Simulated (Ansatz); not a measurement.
**Question.** Name a neutral molecule of C, Cl, Si and H with size of the dipole moment (PBE/def2-TZVPP) between 1.40 and 1.70 D and ideal-gas entropy at 298 K and 1 bar (rigid rotor, harmonic PBE0-D4/def2-TZVP) between 347 and 363 J/(mol·K) (Ansatz, PBE0-D4/def2-TZVP geometry).

**Answer.** `C=CC[SiH2]Cl` (1.49 D, 354 J/(mol·K)). Other molecules can fit too; these were computed, each in one conformer that needn't be the lowest.
